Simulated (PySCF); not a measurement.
Isomers of C4H11FOSi2.

All values: PBE0/pcSseg-1 (PySCF) at GFN2-xTB geometries, gas phase, one conformer each.

Question: Rank by the lowest IAO charge on any atom, lowest value first.
A. `[CH3:1][CH2:2][O:3]/[C:4]([SiH3:5])=[CH:6]/[SiH2:7][F:8]` with C1–C2–O3–C4 180°, C2–O3–C4–Si5 180°, C4–C6–Si7–F8 179°
B. `[CH2:1]=[C:2]([F:3])[CH2:4][Si@:5]([CH3:6])([OH:7])[SiH3:8]` with C1–C2–C4–Si5 -111°, C2–C4–Si5–C6 53°, C4–Si5–O7–H 45°
C. `[CH3:1][SiH:2]([CH3:3])[SiH2:4][C@H:5]([F:6])[CH:7]=[O:8]` with C1–Si2–Si4–C5 80°, Si2–Si4–C5–F6 -48°, Si4–C5–C7–O8 -75°

Answer: B (-0.793 e), C (-0.708 e), A (-0.566 e).

Question: Rank by the highest Hirshfeld charge on any atom, lowest value first.
A. `[CH3:1][CH2:2][O:3]/[C:4]([SiH3:5])=[CH:6]/[SiH2:7][F:8]` with C1–C2–O3–C4 180°, C2–O3–C4–Si5 180°, C4–C6–Si7–F8 179°
B. `[CH3:1][SiH:2]([CH3:3])[SiH2:4][C@H:5]([F:6])[CH:7]=[O:8]` with C1–Si2–Si4–C5 80°, Si2–Si4–C5–F6 -48°, Si4–C5–C7–O8 -75°
C. `[CH2:1]=[C:2]([F:3])[CH2:4][Si@:5]([CH3:6])([OH:7])[SiH3:8]` with C1–C2–C4–Si5 -111°, C2–C4–Si5–C6 53°, C4–Si5–O7–H 45°

Answer: B (+0.299 e), C (+0.372 e), A (+0.411 e).

Question: Rank by HOMO–LUMO gap, lowest first.
A. `[CH3:1][CH2:2][O:3]/[C:4]([SiH3:5])=[CH:6]/[SiH2:7][F:8]` with C1–C2–O3–C4 180°, C2–O3–C4–Si5 180°, C4–C6–Si7–F8 179°
B. `[OH:1][Si@@H:2]1[CH2:3][C@H:4]([F:5])[CH2:6][C@@H:7]1[SiH3:8]` with H–O1–Si2–C3 55°, O1–Si2–C3–C4 -105°, Si2–C3–C4–F5 80°, C3–C4–C6–C7 49°, C4–C6–C7–Si8 92°
C. `[CH2:1]=[C:2]([F:3])[CH2:4][Si@:5]([CH3:6])([OH:7])[SiH3:8]` with C1–C2–C4–Si5 -111°, C2–C4–Si5–C6 53°, C4–Si5–O7–H 45°
D. `[CH3:1][SiH:2]([CH3:3])[SiH2:4][C@H:5]([F:6])[CH:7]=[O:8]` with C1–Si2–Si4–C5 80°, Si2–Si4–C5–F6 -48°, Si4–C5–C7–O8 -75°

Answer: D (6.42 eV), A (6.60 eV), C (7.10 eV), B (8.52 eV).

All values together:

```json
{"SMILES": "C[SiH](C)[SiH2][C@H](F)C=O", "μ (D)": "3.03", "HOMO (eV)": "-7.48", "LUMO (eV)": "-1.06", "lowest IAO charge (e)": "-0.708 (C)", "highest IAO charge (e)": "+0.651 (Si)", "lowest Hirshfeld charge (e)": "-0.230 (O)", "highest Hirshfeld charge (e)": "+0.299 (Si)"}
{"SMILES": "C=C(F)C[Si@](C)(O)[SiH3]", "μ (D)": "1.60", "HOMO (eV)": "-7.16", "LUMO (eV)": "-0.07", "lowest IAO charge (e)": "-0.793 (O)", "highest IAO charge (e)": "+1.026 (Si)", "lowest Hirshfeld charge (e)": "-0.312 (O)", "highest Hirshfeld charge (e)": "+0.372 (Si)"}
{"SMILES": "O[Si@@H]1C[C@H](F)C[C@@H]1[SiH3]", "μ (D)": "1.87", "HOMO (eV)": "-7.89", "LUMO (eV)": "0.64", "lowest IAO charge (e)": "-0.780 (O)", "highest IAO charge (e)": "+1.127 (Si)", "lowest Hirshfeld charge (e)": "-0.301 (O)", "highest Hirshfeld charge (e)": "+0.416 (Si)"}
{"SMILES": "CCO/C([SiH3])=C/[SiH2]F", "μ (D)": "2.45", "HOMO (eV)": "-7.12", "LUMO (eV)": "-0.51", "lowest IAO charge (e)": "-0.566 (C)", "highest IAO charge (e)": "+1.095 (Si)", "lowest Hirshfeld charge (e)": "-0.216 (F)", "highest Hirshfeld charge (e)": "+0.411 (Si)"}
```

Conformers: `[CH3:1][SiH:2]([CH3:3])[SiH2:4][C@H:5]([F:6])[CH:7]=[O:8]` with C1–Si2–Si4–C5 80°, Si2–Si4–C5–F6 -48°, Si4–C5–C7–O8 -75°; `[CH2:1]=[C:2]([F:3])[CH2:4][Si@:5]([CH3:6])([OH:7])[SiH3:8]` with C1–C2–C4–Si5 -111°, C2–C4–Si5–C6 53°, C4–Si5–O7–H 45°; `[OH:1][Si@@H:2]1[CH2:3][C@H:4]([F:5])[CH2:6][C@@H:7]1[SiH3:8]` with H–O1–Si2–C3 55°, O1–Si2–C3–C4 -105°, Si2–C3–C4–F5 80°, C3–C4–C6–C7 49°, C4–C6–C7–Si8 92°; `[CH3:1][CH2:2][O:3]/[C:4]([SiH3:5])=[CH:6]/[SiH2:7][F:8]` with C1–C2–O3–C4 180°, C2–O3–C4–Si5 180°, C4–C6–Si7–F8 179°.
